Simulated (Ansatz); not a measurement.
A run for Ansatz (a first-principles code): U-B97M-V/def2-TZVPP on Lu2, 2S+1 = 3, a spin state set in the input, which need not be the lowest, a point of a bond scan (R = 3.083 Å). Elements past Kr take the def2 small-core potentials; no spin–orbit coupling.

Ansatz 0.2 input:
```yaml
crystal:
  periodic: [false, false, false]
  atoms:
    - {symbol: Lu, position_ang: [0.00000000, 0.00000000, 0.00000000]}
    - {symbol: Lu, position_ang: [0.00000000, 0.00000000, 3.08287300]}
basis:
  gaussian:
    orbitals: def2-TZVPP
    pivot_positions_ang: [[0.00000000, 0.00000000, 0.00000000], [0.00000000, 0.00000000, 3.08287300]]
hamiltonian:
  xc: {name: B97M-V}
magnetization: {spin_polarized: true, initial_magnetization: 2}
output: {forces: true, orbitals: {seedname: ./end}}
```

The log:

```
WARN ansatz: RAYON_NUM_THREADS=1 ignored (pool sized by the plan → 1); use --threads N
Functional definition: B97M-V
integrals: 0.25 GiB planned
1632 factors; their error is unknown
mean field: 1.75 GiB planned
mean field evaluation 1: about -67195.9358 eV, gradient 5.4e1 eV
mean field evaluation 2: about -67185.9158 eV, gradient 1.3e2 eV
mean field evaluation 4: about -67198.5133 eV, gradient 5.8e0 eV
mean field evaluation 8: about -67198.5760 eV, gradient 6.8e-2 eV
mean field evaluation 16: about -67198.5760 eV, gradient 3.6e-4 eV
mean field evaluation 32: about -67198.1130 eV, gradient 3.6e0 eV
mean field evaluation 64: about -67198.2395 eV, gradient 4.0e-1 eV
mean field evaluation 96: about -67196.9278 eV, gradient 8.1e0 eV
mean field evaluation 128: about -67197.3039 eV, gradient 3.9e-1 eV
mean field evaluation 160: about -67198.2185 eV, gradient 4.3e-2 eV
mean field -67198.57601494 eV, -2469.5021197184 hartree, gradient 2.9e-6 eV, S^2 2.032064; 12 other end points of the search recorded, 0 dependent functions left out
the calculation of the forces begins
reference -67198.57606280 eV, -2469.5021214773 hartree; 44, 42 occupied and 166, 168 virtual orbitals, 1632 factors
Total energy: -67198.57606280 eV, -2469.5021214773 hartree
Atom 0 at     0.000000     0.000000     0.000000 Å, force    -0.000000    -0.000000     0.066631 eV/Å
Atom 1 at     0.000000     0.000000     3.082873 Å, force    -0.000000     0.000000    -0.066631 eV/Å
Dipole moment:     0.000000     0.000000    -0.000000 e Å
```

Self-consistency was reached.

Cost: about 3 core-minutes (a rough figure).
